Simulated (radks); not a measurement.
The numbers below are computed, except where a source is named.
The antimony ion Sb+, configuration [Kr] 4d10 5s2 5p2. Level of theory: scalar-relativistic Kohn-Sham, r2SCAN, spin-polarised, spherical densities, finite nucleus; open shells are filled with parallel spins first (spin-orbit coupling, left out, can overturn this in heavy ions); meta-GGA in the generalised Kohn-Sham scheme; Fermi nuclear charge, rms radius 4.6802 fm (a radial shooting solver on a logarithmic mesh with Libxc functionals). Some entries of the table are withheld. Estimate them.

| orbital | occ. | eigenvalue (eV) | <r^2> (bohr^2) |
|---|---|---|---|
| 1s up | 1 | -30368.43 | 0.001094 |
| 1s down | 1 | -30368.36 | 0.001094 |
| 2s up | 1 | -4644.419 | 0.01772 |
| 2s down | 1 | -4644.417 | 0.01772 |
| 2p up | 3 | -4167.372 | 0.01401 |
| 2p down | 3 | -4167.327 | 0.01402 |
| 3s up | 1 | -923.8315 | 0.1244 |
| 3s down | 1 | -923.7929 | 0.1244 |
| 3p up | 3 | -767.2296 | 0.1250 |
| 3p down | 3 | -767.1766 | 0.1250 |
| 3d up | 5 | -528.7007 | 0.1106 |
| 3d down | 5 | -528.6472 | 0.1106 |
| 4s up | 1 | -161.2286 | 0.7094 |
| 4s down | 1 | -161.1005 | 0.7100 |
| 4p up | 3 | -113.0801 | (1) |
| 4p down | 3 | -112.9721 | (2) |
| 4d up | 5 | (3) | 1.257 |
| 4d down | 5 | (4) | 1.236 |
| 5s up | 1 | -21.8831 | 5.398 |
| 5s down | 1 | -19.7848 | 5.228 |
| 5p up | 2 | -12.9401 | (5) |
| 5p down | 0 | -10.4756 | (6) |

Answer. 
(1) 4p up <r^2> (bohr^2): 0.8308
(2) 4p down <r^2> (bohr^2): 0.8304
(3) 4d up eigenvalue (eV): -42.9220
(4) 4d down eigenvalue (eV): -42.7094
(5) 5p up <r^2> (bohr^2): 7.903
(6) 5p down <r^2> (bohr^2): 7.425
